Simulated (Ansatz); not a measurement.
Two isomers of CH6F2GeSi: A = `C[Si](F)(F)[GeH3]`, B = `F[SiH](F)[CH2][GeH3]`.

Calculated with Ansatz (gas phase, PBE0-D4/def2-TZVP geometries, no zero-point term in ΔE). CCSD(T)/CBS is the MP2 limit (def2-TZVPP, def2-QZVPP) plus CCSD(T) − MP2 in def2-TZVPP, frozen cores. DFT in def2-TZVPP. B3LYP here is the variant with VWN-RPA as its local correlation; programs differ in this. For Ge outer-core shells are correlated without core-valence functions, which leaves a few kJ/mol of doubt a bond. Scalar relativity is left out up to krypton. One conformer a species, not always the lowest.

A:

```xyz
11

C    -0.127    0.033    1.772
Si    0.221   -0.754    0.139
F     1.723   -1.297    0.140
F    -0.712   -2.040   -0.021
Ge   -0.075    0.630   -1.774
H     0.528    0.893    1.933
H     0.039   -0.684    2.580
H    -1.163    0.376    1.822
H     0.852    1.853   -1.688
H     0.242   -0.142   -3.063
H    -1.527    1.132   -1.841
```

B:

Z-matrix (Å, degrees):
```
Si
F 1 1.591
C 1 1.835 2 109.7
F 1 1.591 2 106.5 3 119.8
H 1 1.477 2 107.9 3 -124.8
Ge 3 1.967 1 114.6 2 -56.5
H 3 1.094 1 109.7 2 65.4
H 3 1.095 1 108.7 2 -177.4
H 6 1.537 3 109.1 1 -169.6
H 6 1.538 3 109.7 1 -50.1
H 6 1.535 3 109.8 1 70.2
```

(1) Which is lower in electronic energy at CCSD(T)/CBS, and by how much? (An estimate is asked.)

(2) Give E(B) − E(A) in kJ/mol with MP2/def2-TZVPP, PBE-D4, PBE0-D4, CCSD(T)/def2-TZVPP, ωB97M-V, B3LYP-D4, CCSD/def2-TZVPP. (Best estimate.)

Largest T1 diagnostic: 0.012.

Results:

(1) Computed: A, by 12.8 kJ/mol.

(2) Computed: MP2/def2-TZVPP 5.6, PBE-D4 29.5, PBE0-D4 24.4, CCSD(T)/def2-TZVPP 10.8, ωB97M-V 16.1, B3LYP-D4 22.3, CCSD/def2-TZVPP 10.5. None reverses the order clearly.

From PBE to PBE0 (25 % exact exchange), in def2-TZVPP and without D4, E(B) − E(A) moves by −5.2 kJ/mol.
